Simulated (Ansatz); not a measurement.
Geometry optimisation, RKS BLYP/def2-SVP in Ansatz.

Input:

```yaml
crystal:
  periodic: [false, false, false]
  atoms:
    - { symbol: B, position_ang: [-0.164206, -0.642854, 1.166647] }
    - { symbol: O, position_ang: [0.956621, 0.266333, 1.24646] }
    - { symbol: O, position_ang: [-1.441488, -0.155595, 1.327025] }
    - { symbol: O, position_ang: [0.08553, -1.990449, 1.074737] }
    - { symbol: H, position_ang: [0.077548, 0.222464, -1.623834] }
    - { symbol: "N", position_ang: [-0.582742, -0.56184, -1.664743] }
    - { symbol: H, position_ang: [1.303857, 1.772254, -0.408497] }
    - { symbol: O, position_ang: [1.230299, 2.149709, -1.305905] }
    - { symbol: H, position_ang: [1.788697, -0.242062, 1.191042] }
    - { symbol: H, position_ang: [-1.445286, 0.80761, 1.479035] }
    - { symbol: H, position_ang: [-0.73637, -2.515734, 1.099789] }
    - { symbol: H, position_ang: [-0.104112, -1.39369, -1.303003] }
    - { symbol: H, position_ang: [-1.354785, -0.357422, -1.02049] }
    - { symbol: H, position_ang: [0.386537, 2.641175, -1.258462] }
basis:
  gaussian: { orbitals: def2-SVP }
hamiltonian:
  xc: blyp
relax:
  f_tol: 0.03
  max_steps: 50
output:
  orbitals: {}
```

Run as:

```bash
$ ansatz run input.yaml --threads 4 --pin off --max-ram 5120MiB --backend cpu --events-out ev --progress --plain --runs-dir out
```

Where does it end, and by what steps?

The run converged. After 6 steps the energy has fallen by 0.160 eV; H7 moved furthest, 0.34 Å.

```
step  energy less start (eV)  largest force component (eV/Å)  accepted
   0                  0.0000                           1.330       yes
   1                 -0.1191                           0.709       yes
   2                 -0.1468                           0.433       yes
   3                 -0.1537                           0.303       yes
   4                 -0.1568                           0.175       yes
   5                 -0.1593                           0.046       yes
   6                 -0.1597                           0.010       yes
```

```xyz
14
Properties=species:S:1:pos:R:3
B -0.090 -0.561 1.285
O 0.958 0.354 1.309
O -1.389 -0.128 1.424
O 0.195 -1.899 1.159
H 0.014 0.239 -1.806
N -0.653 -0.540 -1.950
H 1.151 1.520 -0.240
O 1.214 1.902 -1.146
H 1.821 -0.101 1.265
H -1.448 0.836 1.558
H -0.612 -2.446 1.175
H -0.195 -1.373 -1.553
H -1.446 -0.353 -1.320
H 0.482 2.550 -1.161
```

The run took 17 s on 4 threads of Arm Neoverse N1 (shared host), peak memory 0.17 GiB.
